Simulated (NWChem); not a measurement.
N[SeH] (NH3Se), optimised at PBE0-D3(BJ)/def2-TZVP with NWChem:

highest occupied level (eV): -6.75
orbital gap (eV): 6.38
dipole (D): 1.97
highest harmonic frequency (cm⁻¹): 3649
zero-point energy (kcal/mol): 21.4

This build's default masses of Se (78.918 u) and Br (79.917 u) are each other's, which moves their modes by up to 0.6 %.

### Question
One Se atom is replaced by Mg, giving [NH2][MgH] (MgNH3), optimised at the same level. How do these values move?

### Answer
```tsv
quantity	new value	change
highest occupied level (eV)	-6.27	+0.48
orbital gap (eV)	5.81	-0.57
dipole (D)	0.81	-1.16
highest harmonic frequency (cm⁻¹)	3658	+9
zero-point energy (kcal/mol)	18.0	-3.4
```
